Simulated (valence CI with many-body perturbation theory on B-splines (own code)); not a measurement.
## Level structure of In

Calculated by configuration interaction combined with many-body perturbation theory (CI+MBPT): three valence electrons over a frozen Dirac-Fock core [Kr] 4d10, radial functions for each j: 11 s, 11 p, 9 d, 7 f, 5 g, 2 h, 1 i, with the one-electron correlation potential Σ1 (screened to all orders), the two-electron term Σ2, the three-electron term Σ3, Breit, model QED; selected single and double excitations, second order for the rest (own B-spline code, finite nucleus).

Against 12 measured levels this calculation errs by 138 cm⁻¹ on average and by 460 at most. These come from a selection out of the NIST Handbook of Basic Atomic Spectroscopic Data. Levels without a partner in it may be off by more.

Levels 1 to 22 of 22, with energies above the lowest level, 5s2 5p 2P°_1/2. "Leading %" is the weight of the configuration and term that name the level; weights of strongly mixed levels are sums over their largest components and can fall short. Lifetimes count E1, E2, E3, M1 and M2 decay at the calculated energies, and are blank where another channel may lead or the interval is too uncertain; long ones can be off by a factor of two.

```csv
No.,Configuration,Term,J,E (cm⁻¹),Leading %,Lifetime,Second component
1,5s2 5p,2P°,1/2,0.0,95,,
2,5s2 5p,2P°,3/2,2213,95,10.2 s,
3,5s2 6s,2S,1/2,24533,93,6.97 ns,
4,5s2 6p,2P°,1/2,31872,92,65.8 ns,
5,5s2 6p,2P°,3/2,32166,92,59.9 ns,
6,5s2 5d,2D,3/2,32903,88,7.29 ns,
7,5s2 5d,2D,5/2,32924,87,7.59 ns,
8,5s 5p2,4P,1/2,34517,93,1.08 μs,
9,5s 5p2,4P,3/2,35562,93,1.45 μs,
10,5s2 7s,2S,1/2,36302,92,22.2 ns,
11,5s 5p2,4P,5/2,37002,91,446 ns,
12,5s2 7p,2P°,1/2,38835,92,227 ns,
13,5s2 7p,2P°,3/2,38943,92,200 ns,
14,5s2 6d,2D,3/2,39049,84,32.7 ns,
15,5s2 6d,2D,5/2,39097,84,31.1 ns,
16,4f 5s2,2F°,7/2,39745,93,60.2 ns,
17,4f 5s2,2F°,5/2,39745,93,60.1 ns,
18,5s2 8s,2S,1/2,40649,93,46.2 ns,
19,5s2 7d,2D,3/2,41806,83,134 ns,5 % 5s2 6d 2D
20,5s2 8p,2P°,1/2,41828,92,578 ns,
21,5s2 7d,2D,5/2,41832,84,122 ns,4 % 5s2 6d 2D
22,5s2 8p,2P°,3/2,41881,92,480 ns,
```

The ionisation energy to 5s2 1S_0 of the next ion comes out as 5.7896 eV (NIST: 5.78636 eV (measured)). All 22 levels together are meant to be complete up to 42003 cm⁻¹.
